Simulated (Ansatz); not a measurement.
## Redistribution: C4H9Br + C2H3IO → C4H9I + C2H3BrO

Gas-phase species: C4H9Br (2-bromo-2-methylpropane) `CC(C)(C)Br`, singlet; C2H3IO `CC(=O)I`, singlet; C4H9I (tert-butyl iodide) `CC(C)(C)I`, singlet; C2H3BrO (acetyl bromide) `CC(=O)Br`, singlet. The partners trade Br for I; both sit on C, so the bond types are kept.

Shapes, held fixed at every level: PBE0-D4/def2-TZVP. Programs: Ansatz 0.2.0. The zero-point and thermal change to 298 K, harmonic and unscaled (PBE0-D4/def2-TZVP), is +0.1 kJ/mol.

Estimate the reaction enthalpy at 298 K.

From tabulated heats of formation (CRC Handbook of Chemistry and Physics), ΔH(298 K) = -3.7 kJ/mol. All levels lie within 4 kJ/mol, near the uncertainty of the heats themselves, so they can't be ranked here. The heats of C4H9Br (2-bromo-2-methylpropane), C2H3IO (acetyl iodide), C4H9I (tert-butyl iodide), C2H3BrO (acetyl bromide) come from older tables and can be uncertain by 10 kJ/mol or more. For atoms past krypton def2 sets carry core potentials with scalar relativity. Relativity is left out for Br. Outer-core shells of Br, I are correlated, in sets that cover them unevenly.

| level | kind | ΔH (kJ/mol) | computed − measured |
| --- | --- | --- | --- |
| HF/def2-SVP | Hartree–Fock | -1.5 | +2.2 |
| SPW92/def2-TZVPP | LDA | -0.8 | +2.9 |
| B3LYP-D4/def2-TZVPP | global hybrid | -0.2 | +3.5 |
| BHLYP-D4/def2-TZVPP | global hybrid | -1.4 | +2.3 |
| B2PLYP/def2-TZVPP | double hybrid | -0.1 | +3.6 |
| CCSD(T)/def2-SVP | coupled cluster or CI | -1.7 | +2.0 |
| CCSD/def2-SVP | coupled cluster or CI | -2.0 | +1.7 |
| CCSD(T)/def2-TZVPP | coupled cluster or CI | -2.7 | +1.0 |
